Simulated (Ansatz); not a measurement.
`[CH3][Ge]([OH])([OH])[OH]` + SiH₄ → `[OH][Ge]([OH])([OH])[SiH3]` + CH₄  (formal exchange of groups at a Ge–C bond)

Calculated with Ansatz (gas phase, PBE0-D4/def2-TZVP geometries, no zero-point term in ΔE). CCSD(T)/CBS is the MP2 limit (def2-TZVPP, def2-QZVPP) plus CCSD(T) − MP2 in def2-TZVPP, frozen cores. This one scheme is used for every species. Functionals use def2-TZVPP. B3LYP here is the variant with VWN-RPA as its local correlation; programs differ in this. For Ge outer-core shells are correlated without core-valence functions, which leaves a few kJ/mol of doubt a bond. Scalar relativity is left out up to krypton. Each species was taken in one conformer, which may not be the lowest.

(1) Is it downhill or uphill in electronic energy at CCSD(T)/CBS, and by how much? (Best estimate.)

(2) What do these levels give: PBE-D4, PBE0-D4, B3LYP-D4, PBE, MP2/def2-TZVPP, SCS-MP2/def2-TZVPP? (An estimate is asked.)

Largest T1 diagnostic among the species: 0.013.

Answers

(1) Computed: Downhill: ΔE = -13.8 kJ/mol.

(2) The calculation gave: PBE-D4 -28.9, PBE0-D4 -23.0, B3LYP-D4 -22.2, PBE -27.9, MP2/def2-TZVPP -7.7, SCS-MP2/def2-TZVPP -7.1 kJ/mol.

From PBE to PBE0 (25 % exact exchange), in def2-TZVPP and without D4, ΔE moves by +6.0 kJ/mol.
